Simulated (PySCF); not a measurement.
**Structure from 2D NMR**

Compound of formula C9H10. Correlations simulated from computed shifts and the bond graph:

HSQC (one-bond C–H):
```csv
δH,δC
7.48,127.7
7.35,130.5
7.29,130.2
5.69,116.8
5.34,116.8
2.16,23.7
```

COSY cross peaks (H two or three bonds apart, from the bond graph; peaks can be absent where the dihedral angle is near 90°):
```csv
δH,δH
7.48,7.35
7.35,7.29
5.69,5.34
```

HMBC (two and three bonds, from the bond graph):
```csv
δH,δC
7.48,"148.3, 142.5, 130.5, 130.2, 127.7"
7.35,"142.5, 130.5, 130.2, 127.7"
7.29,"130.5, 127.7"
5.69,"148.3, 142.5, 23.7"
5.34,"148.3, 142.5, 23.7"
2.16,"148.3, 142.5, 116.8"
```

Carbons without hydrogens: δ 148.3, 142.5.

Non-relativistic, isolated molecule, fast rotation and ring inversion assumed for equivalent nuclei, single conformer. Shielding tensors at B97-2/pcSseg-1 (GIAO); coordinates at the PBE0-D3(BJ)/def2-SVP level; PySCF.

References, each an isolated molecule treated in the same way: ¹H (31.38 ppm) and ¹³C (183.69 ppm) against TMS.

Exchangeable hydrogens are left out of these lists.

**Question.** Which molecule is this?

**Answer.** SMILES C=C(C)c1ccccc1.

Numbering as in the mapped SMILES `[CH2:1]=[C:2]([CH3:3])[c:4]1[cH:5][cH:6][cH:7][cH:8][cH:9]1`. Each H is labelled by its parent atom. Ha(C1) is cis to C3; Hb(C1) is trans to C3.

1. δC 148.3 is C2, a fully substituted alkene carbon.
2. δC 142.5 is C4, a substituted aromatic carbon.
3. δC 130.5 is C6/C8, an aromatic CH (δH 7.35).
4. δC 130.2 is C7, an aromatic CH (δH 7.29).
5. δC 127.7 is C5/C9, an aromatic CH (δH 7.48).
6. δC 116.8 is C1, a terminal =CH2 carbon (δH 5.34, 5.69).
7. δC 23.7 is C3, an allylic methyl carbon (δH 2.16).
8. HMBC from δH 7.48 reaches the proton-free carbons C2, C4.
9. HMBC from δH 7.35 reaches the proton-free carbon C4.
10. HMBC from δH 5.69 reaches the proton-free carbons C2, C4.
11. HMBC from δH 5.34 reaches the proton-free carbons C2, C4.
12. COSY links 7.48–7.35, 7.35–7.29, 5.69–5.34.

The data come from this structure; uniqueness wasn't tested.

Shifts are as computed. Against solution values, carbons near 30 ppm lie about +1 ppm off and those near 130 ppm about +2 ppm. Of 1211 compounds with measured shifts, 218 miss one by over three times the rms of a fit or turn the order of signals round; such compounds aren't used in these exercises.
